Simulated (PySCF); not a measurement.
Identify the unknown among the candidates.

All candidates are C3H7ClOSi.

| technique | computed result |
| --- | --- |
| Dipole | 1.59 D [wB97X-D/def2-SVPD] |
| UV, strongest line | among the 8 lowest singlet transitions: S3 at 7.08 eV (175 nm, f = 0.278) [TDDFT wB97X-D/def2-SVPD] |
| 13C NMR | chemical shifts (computed TMS as zero) by class: 151.3 (1 C), 102.3 (1 C), 28.5 (1 C) ppm [GIAO PBE0/pcSseg-1] |
| Triplet | lowest triplet excitation (Tamm–Dancoff): 4.43 eV [TDA wB97X-D/def2-SVPD] |
| Rotational structure | rotational constants A, B, C: 12.134, 0.784, 0.746 GHz [GFN2-xTB] |
| Polarisability | 81.2 au [wB97X-D/def2-SVPD] |

Gas-phase values; electronic properties from PySCF, density fitting. Levels stand in brackets. Isolated species at its GFN2-xTB geometry (one conformer only). NMR classes are plain means over equivalent atoms (diastereotopic ones count apart unless rotation or inversion swaps them), as if these changed places fast.

Question: Which candidate is it?
A. `C=CO[SiH2]CCl`
B. `C/C=C(/Cl)O[SiH3]`
C. `C/C=C(\Cl)O[SiH3]`

Answer: A. It is `C=CO[SiH2]CCl`. Numbering: `[CH2:1]=[CH:2][O:3][SiH2:4][CH2:5][Cl:6]`. Its formula, C3H7ClOSi, gives 1 degree of unsaturation: 0 rings and 1 π bond in the structure found. 3 carbons fall into 3 classes; from least to most shielded: vinylic carbon bearing oxygen [C2] (151.3 ppm), terminal =CH2 carbon [C1] (102.3 ppm), sp3 C–Cl carbon [C5] (28.5 ppm). The optimised geometry has point group Cs and is an asymmetric top.

The others, at the same levels:
- `C/C=C(\Cl)O[SiH3]` fails: its computed 13C shifts are 148.4 (1 C), 105.3 (1 C), 16.6 (1 C) ppm, strongest line among the 8 lowest singlet transitions is S3 at 6.70 eV (185 nm, f = 0.479) (against S3 at 7.08 eV) and rotational constant A is 4.440 GHz (against 12.134 GHz).
- `C/C=C(/Cl)O[SiH3]` fails: its computed 13C shifts are 146.5 (1 C), 107.3 (1 C), 14.5 (1 C) ppm, strongest line among the 8 lowest singlet transitions is S3 at 6.71 eV (185 nm, f = 0.481) (against S3 at 7.08 eV) and rotational constant A is 2.836 GHz (against 12.134 GHz).

Each candidate is one conformer, not necessarily the lowest. Dipoles, sizes and rotational constants follow the conformer. The torsions of the flexible species, by atom-mapped SMILES:
- `[CH2:1]=[CH:2][O:3][SiH2:4][CH2:5][Cl:6]`: C1–C2–O3–Si4 180°, C2–O3–Si4–C5 180°, O3–Si4–C5–Cl6 180°
- `[CH3:1]/[CH:2]=[C:3](\[Cl:4])[O:5][SiH3:6]`: C2–C3–O5–Si6 180°
- `[CH3:1]/[CH:2]=[C:3](/[Cl:4])[O:5][SiH3:6]`: C2–C3–O5–Si6 180°
